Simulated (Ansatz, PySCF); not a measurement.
C3H4FNSi, SMILES [SiH2](F)/C=C\C#N. Atoms are numbered in the order given.

```xyz
10

N      1.3668    -0.8731     2.3379
C      1.2826    -1.0622     1.1985
C      1.1367    -1.2539    -0.2264
C      0.2680    -0.5178    -0.9372
Si    -0.8290     0.8110    -0.1862
F     -1.7544     1.3754    -1.4024
H      1.7709    -2.0246    -0.6778
H      0.2058    -0.7111    -2.0155
H     -1.7129     0.2326     0.8549
H     -0.0093     1.9294     0.3419
```

The structure is a stationary point at ωB97X-D3(BJ)/def2-SVP. The structure was generated by enumeration; whether it is a known compound was not checked. Other conformers were not sampled.

Two levels are set side by side: PBE-D3(BJ)/def2-SVP (Ansatz, a quantum-chemistry and plane-wave program) and ωB97X-D3(BJ)/def2-SVP (PySCF). Each level has its own optimised geometry; the coordinates shown are those of the second. Differences are taken from unrounded values.

```json
[
 {"quantity": "mean bond length (Å)", "ωB97X-D3(BJ)": "1.402"},
 {"quantity": "bond N1–C2 (Å)", "ωB97X-D3(BJ)": "1.158"},
 {"quantity": "bond C2–C3 (Å)", "ωB97X-D3(BJ)": "1.445"},
 {"quantity": "bond C3–C4 (Å)", "ωB97X-D3(BJ)": "1.342"},
 {"quantity": "bond C4–Si5 (Å)", "ωB97X-D3(BJ)": "1.880"},
 {"quantity": "bond Si5–F6 (Å)", "ωB97X-D3(BJ)": "1.629"},
 {"quantity": "bond C3–H7 (Å)", "ωB97X-D3(BJ)": "1.095"},
 {"quantity": "bond C4–H8 (Å)", "ωB97X-D3(BJ)": "1.097"},
 {"quantity": "bond Si5–H9 (Å)", "ωB97X-D3(BJ)": "1.483"},
 {"quantity": "bond Si5–H10 (Å)", "ωB97X-D3(BJ)": "1.484"}
]
```

Task: What does PBE-D3(BJ) give, and how far is it from ωB97X-D3(BJ)? (The exact figures need the calculation; the answer reports its results.)

Result: 
```csv
quantity,PBE-D3(BJ),PBE-D3(BJ) minus ωB97X-D3(BJ)
mean bond length (Å),1.411,0.009
bond N1–C2 (Å),1.175,0.017
bond C2–C3 (Å),1.432,-0.014
bond C3–C4 (Å),1.358,0.016
bond C4–Si5 (Å),1.884,0.004
bond Si5–F6 (Å),1.640,0.011
bond C3–H7 (Å),1.105,0.009
bond C4–H8 (Å),1.105,0.008
bond Si5–H9 (Å),1.499,0.015
bond Si5–H10 (Å),1.499,0.015
```

GGA bonds tend to be longer and softer than those of functionals with exact exchange. Differences between two approximate levels are no errors against the true value.
